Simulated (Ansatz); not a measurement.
Input and output for `[SiH3][Ga]1[O][SiH2][S]1`.

```yaml
crystal:
  periodic: [false, false, false]
  atoms:
    - {symbol: Si, position_ang: [-2.330595, -0.894650, -0.261703]}
    - {symbol: Ga, position_ang: [-0.187250, 0.141975, -0.101743]}
    - {symbol: O, position_ang: [1.370823, -0.563546, 0.565943]}
    - {symbol: Si, position_ang: [2.318410, 0.757453, 0.310561]}
    - {symbol: S, position_ang: [0.827125, 2.059918, -0.565719]}
    - {symbol: H, position_ang: [-3.299017, 0.064063, -0.848940]}
    - {symbol: H, position_ang: [-2.774878, -1.294562, 1.097578]}
    - {symbol: H, position_ang: [-2.220550, -2.096447, -1.126970]}
    - {symbol: H, position_ang: [2.864165, 1.329374, 1.567219]}
    - {symbol: H, position_ang: [3.431775, 0.496432, -0.636225]}
basis:
  gaussian: {orbitals: def2-SVPD, nuclear_model: gaussian}
hamiltonian: {xc: {name: HF}}
correlation: {method: rpa}
```

```sh
$ ansatz run in.yaml --threads 2 --pin off --events-out ev --progress --plain --max-ram 22528MiB --backend cpu
```

Shortened log:

```
Functional definition: HF
1682 factors; integrals over basis functions are off by at most 9.9e-4 eV
mean field evaluation 1: about -80974.7558 eV, gradient 4.4e1 eV
mean field evaluation 2: about -80974.8138 eV, gradient 4.4e1 eV
mean field evaluation 4: about -80979.3794 eV, gradient 4.2e0 eV
mean field evaluation 8: about -80979.4677 eV, gradient 2.9e-1 eV
mean field -80979.46822998 eV, -2975.9405675969 hartree, gradient 8.8e-7 eV, S^2 0.000000; 0 other end points of the search recorded, 0 dependent functions left out
25 core orbitals not correlated: weight in the atoms' cores, before any rotation towards them, 1.000 or more for the frozen orbitals, at most 0.000 for the correlated occupied ones
reference -80979.46822998 eV, -2975.9405675969 hartree; 19, 19 occupied and 132, 132 virtual orbitals, 1682 factors
Total energy: -81002.13066462 eV, -2976.7733967087 hartree
```

It took 8 s on 2 threads of an AMD EPYC 7R13 on a shared host, with 0.62 GiB of host memory at the peak.
